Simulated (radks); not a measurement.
Task: The nitrogen anion N2-, 9 electrons, occupied as [He] 2s2 2p5. Method: scalar-relativistic Kohn-Sham, LDA (Slater exchange, VWN5 correlation), spin-unpolarised, spherical densities, finite nucleus; Fermi nuclear charge, rms radius 2.5582 fm; Watson sphere of charge +1.64 and radius 3.37 bohr; computed with a radial shooting solver on a logarithmic mesh with Libxc functionals. Some entries of the table are withheld. Estimate them.

orbital  occ.  eigenvalue (hartree)  <1/r> (bohr^-1)
1s          2                   (1)            6.601
2s          2                   (2)              (3)
2p          5              -0.06982              (4)

Result: 
(1) 1s eigenvalue (hartree): -13.73345
(2) 2s eigenvalue (hartree): -0.44840
(3) 2s <1/r> (bohr^-1): 1.036
(4) 2p <1/r> (bohr^-1): 0.7400
